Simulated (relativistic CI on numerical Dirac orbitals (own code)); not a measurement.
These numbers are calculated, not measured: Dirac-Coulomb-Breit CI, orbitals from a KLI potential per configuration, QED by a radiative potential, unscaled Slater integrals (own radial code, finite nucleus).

The strongest absorption lines from the ground level of an ion, among the configurations computed and to levels below about 2280 eV (vacuum wavelength in Å, gf): 17.031 (0.91), 17.979 (0.95), 27.903 (0.12), 29.724 (0.95), 29.812 (0.83), 30.048 (0.44), 30.054 (0.4), 30.730 (0.073).

Question: Which ion is it?
A. Rn LXVII
B. Os LVII
C. Dy XLVII
D. Os LV

Answer: B. Os LVII has 20 electrons and the ground level 3s2 3p6 3d2 3F_2; the strongest line goes to 3s2 3p5 3d3 3F°_2. The pattern of lines fixes the number of electrons, and along that sequence the line energies rise steadily with the charge (about as its square where n changes within one kind of shell, about linearly where n is kept but much faster in heavy ions where fine structure, which grows about as Z⁴, sets the gap, and irregularly where shells cross), which fixes Z. Configurations outside the model, such as inner-shell arrays, can give stronger lines. At this charge energies of transitions that change n are usually good to better than 1 %, and those within a shell (Δn = 0) to a few per cent.

LS names give the leading component of a level, which can be under half, so a name can repeat, a term be missing and a line seem to break the LS rules.
